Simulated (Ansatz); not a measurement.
fluoromethane (CH$_{3}$F), singlet, at a GFN2-xTB geometry; PBE/6-31G* (Ansatz, a first-principles code).

The Ansatz input:
Ansatz 0.2 input:
```yaml
crystal:
  periodic: [false, false, false]
  atoms:
    - {symbol: C, position_ang: [-0.61381076, 0.09837073, 0.07127920]}
    - {symbol: F, position_ang: [0.72439532, -0.11609326, -0.08412091]}
    - {symbol: H, position_ang: [-0.86205911, -0.06032531, 1.12128664]}
    - {symbol: H, position_ang: [-0.82870216, 1.12501025, -0.22731794]}
    - {symbol: H, position_ang: [-1.14593208, -0.61006993, -0.56455569]}
basis:
  gaussian:
    orbitals: 6-31G*
hamiltonian:
  xc: pbe
accuracy: high
```

What the program printed (banner, timings and long lists left out):

```
Functional definition: PBE
754 factors; integrals over basis functions are off by at most 3.1e-9 eV
mean field evaluation 1: about -3795.6940 eV, gradient 3.2e1 eV
mean field evaluation 2: about -3794.5305 eV, gradient 3.9e1 eV
mean field evaluation 4: about -3797.9751 eV, gradient 2.9e-1 eV
mean field evaluation 8: about -3797.9679 eV, gradient 3.2e-2 eV
mean field evaluation 16: about -3797.9679 eV, gradient 6.3e-8 eV
mean field -3797.96788029 eV, -139.5727452457 hartree, gradient 6.3e-8 eV, S^2 0.000000; 0 other end points of the search recorded, 0 dependent functions left out
reference -3797.96788177 eV, -139.5727453001 hartree; 9, 9 occupied and 27, 27 virtual orbitals, 754 factors
Total energy: -3797.96788177 eV, -139.5727453001 hartree
```
